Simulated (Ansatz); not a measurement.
Stepwise reaction of `O[SiH2][SiH](F)F` with hydrogen chloride, as a gas-phase model of exchange steps in deposition or etching. ΔE in kJ/mol.

Gas-phase electronic energies from Ansatz, PBE0-D4/def2-TZVP geometries. CBS: MP2 limit from def2 TZ/QZ plus the TZ coupled-cluster correction, frozen cores. This one scheme is used for every species. Functionals use def2-TZVPP. B3LYP here is the variant with VWN-RPA as its local correlation; programs differ in this. One conformer a species, not always the lowest.

| step | reaction | PBE-D4 | B3LYP-D4 | ωB97M-V | CCSD(T)/CBS |
| --- | --- | --- | --- | --- | --- |
| 1 | `O[SiH2][SiH](F)F` + HCl → `O[SiH2][SiH](F)Cl` + H–F | 30.4 | 40.5 | 38.5 | 36.4 |
| 2 | `O[SiH2][SiH](F)Cl` + HCl → `O[SiH2][SiH](Cl)Cl` + H–F | 28.1 | 37.5 | 36.3 | 32.7 |

Task: By hand: ΔE of the 2 steps together at CCSD(T)/CBS.

Result: (36.4) + (32.7) = 69.1 kJ/mol, or 34.5 kJ/mol a step.

In ΔE the steps differ by no more than 3.7 kJ/mol. All are uphill at CCSD(T)/CBS. PBE-D4 differs from CCSD(T)/CBS by -6.0 to -4.6 kJ/mol a step. Only this route is followed, and other bonds may react first. Isolated molecules leave out the surface, adducts and barriers. Largest T1 diagnostic: 0.012.
